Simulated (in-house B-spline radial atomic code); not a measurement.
**Binding energies in Te**

NIST's tabulated ground configuration is [Kr] 4d10 5s2 5p4; each binding energy is the energy of the ion with one electron taken from that subshell, relaxed, less that of the parent. Computed with an all-electron radial atomic-structure program (B-spline basis): Dirac-Hartree-Fock, average of configuration, Fermi nucleus of rms radius 4.7423 fm. Energies include first-order Breit, QED and recoil terms.

| subshell | X-ray name | binding energy (eV) | -ε (eV) | relaxation (eV) |
| --- | --- | --- | --- | --- |
| 1s | K | 31821.7 | 31998.6 | 67.8 |
| 3s | M1 | 1019.2 | 1037.4 | 16.4 |
| 3d3/2 | M4 | 591.9 | 610.3 | 17.9 |
| 3d5/2 | M5 | 581.5 | 599.4 | 17.7 |
| 4s | N1 | 187.3 | 193.6 | 6.0 |
| 4d3/2 | N4 | 49.43 | 54.17 | 4.75 |
| 4d5/2 | N5 | 47.98 | 52.59 | 4.66 |
| 5s | O1 | 19.49 | 20.39 | 0.87 |
| 5p | O2,3 | 8.92 | 9.52 | 0.59 |

Relaxation = -ε minus the binding energy without Breit, QED and recoil terms.

Q: What does it cost to remove both a 3d5/2 and a 4s electron?

A: 792.1 eV, which is 23.31 eV more than the two single binding energies together.

Q: What does it cost to remove both a 3d5/2 and a 5s electron?

A: 612.58 eV, which is 11.57 eV more than the two single binding energies together.

Q: What does it cost to remove two 1s electrons?

A: 64486 eV, which is 842.4 eV more than the two single binding energies together.
